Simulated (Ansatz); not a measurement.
CH4Be (SMILES [BeH][CH3]) moved off its minimum; all values from Ansatz (an electronic-structure program), cores frozen in correlated methods.
(charge 0, multiplicity 1)
```xyz
6

Be    -0.90844    -0.47981    -0.12837
H     -2.16185    -1.02267    -0.30010
C      0.59364     0.28947     0.07474
H      0.95457    -0.05148     1.04470
H      0.35269     1.33019     0.10081
H      1.23485     0.00627    -0.70718
```

**Question.** Give the forces (eV/Å), the total energy and the dipole at CCSD(T)/aug-cc-pVTZ.

**Answer.** 
| atom | Fx | Fy | Fz |
|---|---|---|---|
| Be1 | -0.526 | -0.167 | -0.149 |
| H2 | 0.504 | 0.166 | 0.089 |
| C3 | -1.900 | -1.074 | 0.999 |
| H4 | 0.404 | 0.181 | 0.091 |
| H5 | 0.309 | 0.963 | -0.024 |
| H6 | 1.209 | -0.069 | -1.005 |
Energy -55.1068 hartree, dipole 0.44 D.
